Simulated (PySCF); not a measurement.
Molfile (atoms numbered from 1):
```
C2H5FS2Si
     RDKit          3D

 11 10  0  0  0  0  0  0  0  0999 V2000
   -2.0086    0.0565   -0.4033 C   0  0  0  0  0  0  0  0  0  0  0  0
   -1.2423   -0.7468    0.3378 C   0  0  0  0  0  0  0  0  0  0  0  0
    0.4030   -1.2858   -0.0544 S   0  0  0  0  0  0  0  0  0  0  0  0
    1.1992    0.5242   -0.8439 Si  0  0  2  0  0  4  0  0  0  0  0  0
    0.5731    0.8770   -2.3034 F   0  0  0  0  0  0  0  0  0  0  0  0
    3.2942    0.2117   -1.0772 S   0  0  0  0  0  0  0  0  0  0  0  0
   -1.6833    0.4572   -1.3674 H   0  0  0  0  0  0  0  0  0  0  0  0
   -3.0046    0.3336   -0.0484 H   0  0  0  0  0  0  0  0  0  0  0  0
   -1.6030   -1.1584    1.2860 H   0  0  0  0  0  0  0  0  0  0  0  0
    0.8428    1.6787    0.0124 H   0  0  0  0  0  0  0  0  0  0  0  0
    3.2668   -0.9739   -0.4299 H   0  0  0  0  0  0  0  0  0  0  0  0
  1  2  2  0
  2  3  1  0
  3  4  1  0
  4  5  1  0
  4  6  1  0
  1  7  1  0
  1  8  1  0
  2  9  1  0
  4 10  1  1
  6 11  1  0
M  END
```

Geometry: PBE0-D3(BJ)/def2-SVP; GIAO absolute shieldings from PySCF, gas phase, non-relativistic, averaged over equivalent atoms.

At BP86/pcSseg-1 (148 basis functions, 18 s wall time on 1 thread of an Arm Neoverse V1, shared host):
```tsv
atoms	σ (ppm)
C2	43.9
C1	51.6
S3	468.5
S6	649.0
Si4	313.0
F5	284.9
H9	25.04
H10	25.31
H7	25.34
H8	25.58
H11	30.22
```

Question: What do these become at B3LYP/pcSseg-1?

Answer: 
```json
{"atoms": "C2", "σ at B3LYP/pcSseg-1": "41.1", "change": "-2.8"}
{"atoms": "C1", "σ at B3LYP/pcSseg-1": "48.9", "change": "-2.7"}
{"atoms": "S3", "σ at B3LYP/pcSseg-1": "483.3", "change": "+14.8"}
{"atoms": "S6", "σ at B3LYP/pcSseg-1": "654.0", "change": "+5.0"}
{"atoms": "Si4", "σ at B3LYP/pcSseg-1": "318.5", "change": "+5.5"}
{"atoms": "F5", "σ at B3LYP/pcSseg-1": "302.2", "change": "+17.3"}
{"atoms": "H9", "σ at B3LYP/pcSseg-1": "25.21", "change": "+0.17"}
{"atoms": "H10", "σ at B3LYP/pcSseg-1": "25.77", "change": "+0.46"}
{"atoms": "H7", "σ at B3LYP/pcSseg-1": "25.51", "change": "+0.17"}
{"atoms": "H8", "σ at B3LYP/pcSseg-1": "25.74", "change": "+0.16"}
{"atoms": "H11", "σ at B3LYP/pcSseg-1": "30.47", "change": "+0.25"}
```

The largest change is at F5 (fluorine bonded to Si). Cost: 148 basis functions, 11 s wall time on 1 thread of an Arm Neoverse V1, shared host.
